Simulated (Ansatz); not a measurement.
Cost and result for the atomization energy of C6H12O, SMILES `CC1(O)CCCC1` (19 atoms, 19 bonds).

Cartesian coordinates in Å:
```
C -0.266 -0.861 1.910
C 0.083 -0.499 0.481
O 0.814 -1.561 -0.132
C -1.121 -0.129 -0.386
C -0.507 0.541 -1.614
C 0.800 1.194 -1.112
C 0.965 0.736 0.345
H -0.798 -0.045 2.406
H 0.641 -1.081 2.477
H -0.908 -1.746 1.941
H 0.244 -2.334 -0.165
H -1.739 -1.000 -0.626
H -1.753 0.573 0.167
H -0.280 -0.210 -2.373
H -1.187 1.262 -2.071
H 0.763 2.283 -1.181
H 1.647 0.868 -1.717
H 1.998 0.507 0.613
H 0.603 1.502 1.037
```

Total charge 0; spin multiplicity 1. Geometry: relaxed with PBE0-D4/def2-TZVP. It is one conformer, not always the lowest. Program: Ansatz. All runs use 2 threads of an AMD EPYC 7R13 on a shared host and a share of an NVIDIA H100 80 GB. Times are those of one run each, without the atoms' runs, and a repeat can differ threefold. Electronic energies, without spin–orbit coupling; frozen cores. CCSD(T)/CBS adds CCSD(T) − MP2 in def2-TZVPP to the MP2 limit, and its time is that of the two runs behind it. T1 = 0.010. B3LYP takes the VWN-RPA correlation (the form of Gaussian; ORCA's B3LYP/G).

CCSD(T)/CBS is a level of theory with its own doubt, some kJ/mol a heavy atom from the limit and from the frozen cores, so smaller differences don't rank the functionals.

```tsv
level	functions	wall time	atomization (kcal/mol)	difference from CCSD(T)/CBS	per bond
r2SCANh-D4/def2-TZVPP	385	10 s	1860.1	-3.6	-0.2
CCSD(T)/def2-SVP	158	11 s	1794.0	-69.7	-3.7
PBE0-D4/def2-TZVPP	385	11 s	1879.0	15.3	0.8
MP2/def2-QZVPP	759	11 s	1873.5	9.8	0.5
revPBE-D4/def2-TZVPP	385	12 s	1861.9	-1.8	-0.1
B3LYP-D4/def2-TZVPP (with forces)	385	12 s	1860.9	-2.8	-0.1
PBE-D4/def2-TZVPP (with forces)	385	13 s	1903.6	39.9	2.1
r2SCAN-D4/def2-TZVPP (with forces)	385	13 s	1868.0	4.3	0.2
B97M-V/def2-TZVPP	385	13 s	1864.6	0.9	0.0
BHLYP-D4/def2-TZVPP	385	13 s	1815.2	-48.5	-2.6
PBE-QIDH/def2-TZVPP	385	14 s	1864.7	1.0	0.1
CCSD(T)/def2-TZVPP	385	31 s	1823.4	-40.3	-2.1
CCSD(T)/CBS(def2)	–	42 s	1863.7	0.0	0.0
```

At CCSD(T), def2-SVP lies −69.8 kcal/mol from the extrapolated value and def2-TZVPP −40.3 kcal/mol: correlation converges slowly with the basis, and small sets miss more of it in the bonded molecule than in its fragments. The D4 term adds +16.3 kcal/mol with B3LYP and +8.7 kcal/mol with PBE0; it sums over pairs of atoms, weighted by their polarisabilities, and B3LYP, whose exchange is more repulsive, gets the larger term. Leaving LDA and LC-ωPBE aside and taking each functional with its dispersion term where it has one, the values spread over 88.5 kcal/mol, from BHLYP-D4 to PBE-D4. LDA lies +237.7 kcal/mol from PBE without D4, its usual overbinding.
